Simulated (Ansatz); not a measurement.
Isolated molecules relaxed with PBE0-D4/def2-TZVP in Ansatz; ΔE leaves out vibrations. CCSD(T)/CBS is the MP2 limit (def2-TZVPP, def2-QZVPP) plus CCSD(T) − MP2 in def2-TZVPP, frozen cores. This one scheme is used for every species. Functionals use def2-TZVPP. For Se outer-core shells are correlated without core-valence functions, which leaves a few kJ/mol of doubt a bond. Scalar relativity is left out up to krypton. One conformer a species, not always the lowest.

Reaction (hydrogenolysis of the Se–C bond): `O=C[SeH]` + H₂ → H₂Se + `C=O`

Task: Is it downhill or uphill in electronic energy at CCSD(T)/CBS, and by how much? (An estimate is asked.)

Result: The calculation gave: Downhill: ΔE = -20.7 kJ/mol.

Task: What do these levels give: B97M-V, r2SCANh-D4, PBE, BLYP, LC-ωPBE, MP2/CBS(def2)? (An estimate is asked.)

Result: Computed: B97M-V -13.8, r2SCANh-D4 -5.6, PBE -0.2, BLYP -6.5, LC-ωPBE -27.3, MP2/CBS(def2) -12.1 kJ/mol.

Largest T1 diagnostic among the species: 0.015.

In def2-TZVPP, CCSD(T) changes the Hartree–Fock value by +30.9 kJ/mol (the triples alone add +8.8 kJ/mol) and MP2 by +39.6 kJ/mol. The D4 term adds +6.5 kJ/mol with B3LYP and +3.3 kJ/mol with PBE0; it sums over pairs of atoms, weighted by their polarisabilities, and B3LYP, whose exchange is more repulsive, gets the larger term.

B3LYP here is the variant with VWN-RPA as its local correlation; programs differ in this.
